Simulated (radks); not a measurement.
Spherical quantum dot in the effective-mass picture: electrons in a parabolic well V = omega^2 r^2 / 2 with omega = 0.0931, with a point charge +1 (a donor) at the centre, all in effective atomic units (hartree* = m*/eps^2 hartree, bohr* = eps/m* bohr), one dielectric constant everywhere. Calculated with a radial shooting solver with Libxc functionals: non-relativistic Kohn-Sham, LDA (Slater exchange, Perdew-Wang correlation), spin-polarised, spherical densities. Levels are named by radial order and angular momentum (1s, 1p, 1d, 2s, ...), and open shells are averaged over m. Results are scaled to m* = 0.035 and eps = 13.8, for which hartree* = 5.001 meV and bohr* = 20.86 nm.

N = 14, configuration 1s2 1p6 1d(up 4, down 0) 2s2. This is the lowest configuration that the search found (a dilute case). Occupied and some empty levels:

level,occupation,eigenvalue (meV),<r> (nm)
1s up,1,7.7829,88.13
1s down,1,7.7991,73.54
1p up,3,7.9876,180.8
2s up,1,7.9979,145.4
2s down,1,8.0440,158.2
1p down,3,8.0502,180.2
1d up,4,8.1391,194.1
1d down,0,8.2030,194.8
1f up,0,8.3286,205.5
1f down,0,8.3912,206.9
2p up,0,8.5226,173.3
1g up,0,8.5493,215.8
2p down,0,8.5602,173.1
1g down,0,8.6089,217.6

Energy (meV): total 59.6594, kinetic 5.8447, external 7.6352, Hartree 55.417, exchange-correlation -9.2372.
